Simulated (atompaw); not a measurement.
**What one change does to a pseudopotential (cerium (Ce), PAW (atompaw))**

atompaw 4.2.0.5 input, output lines left out:

```
Ce 58
GGA-PBE scalarrelativistic loggrid 2001 logderivrange -2 5 176
6 6 5 4 0 0
6 1 0
5 2 1
4 3 1
0 0 0
c
c
c
c
c
v
c
c
c
c
v
c
c
v
v
3
3.00 2.25 2.70 3.00
y
1.55
n
y
3.05
n
y
0.2
n
y
4.2
n
custom polynom vanderbiltortho sinc
4 0 vpsmatchnc
3.00
3.00
3.00
3.00
3.00
3.00
1.95
1.95
```

All-electron outer shells of the reference configuration (PBE, scalar-relativistic, ld1.x):

| shell | level (eV) | outermost node (bohr) | outermost maximum (bohr) |
| --- | --- | --- | --- |
| 5s | -40.59 | 0.75 | 1.37 |
| 5p | -23.22 | 0.81 | 1.55 |
| 4f | -5.38 | – | 0.71 |
| 6s | -3.74 | 1.82 | 3.72 |
| 5d | -3.06 | 0.92 | 2.15 |
| 6p | -1.35 | 2.16 | 4.90 |

Change: reference 4f1 5d1 6s0 6p0.

Cutoffs: the cutoffs (Ry, on a coarse ladder) from which the occupation-weighted sum of valence levels, in a spherical-Bessel basis at the reference potential, stays within 10 and 1 mRy of its value at 400 Ry; they do not see the model core or the augmentation charge, which bear on the density cutoff.

What does the change do?

The potential gets neither clearly harder nor softer (30 Ry and 50 Ry → 30 Ry and 50 Ry); both files keep a bound ghost (p, s); the range in which the f phases agree narrows (upper end at the end of the scan → 0.2).

| quantity | base | changed |
| --- | --- | --- |
| cutoff, loose | 30 Ry | 30 Ry |
| cutoff, tight | 50 Ry | 50 Ry |
| bound ghosts | s, p | s, p |
| s: phases at 3.01 bohr within 0.05 rad from the reference energy up to (Ry; the scan ends near 5) | 3.3 | 2.7 |
| p: phases at 3.01 bohr within 0.05 rad from the reference energy up to (Ry; the scan ends near 5) | to the end of the scan | 4.8 |
| d: phases at 3.01 bohr within 0.05 rad from the reference energy up to (Ry; the scan ends near 5) | 2.8 | 2.0 |
| f: phases at 3.01 bohr within 0.05 rad from the reference energy up to (Ry; the scan ends near 5) | to the end of the scan | 0.2 |
| lowest overlap eigenvalue by channel | s 0.35, p 0.52, d 0.93, f 0.97 | s 0.20, p 0.37, d 0.91, f 0.98 |

 A true bound ghost makes a file unfit for plane-wave use even where its test errors are small: the radial tests pick states by their node count and pass the ghost by. The cutoffs see the waves, projectors and local potential, not the compensation charge or the core.
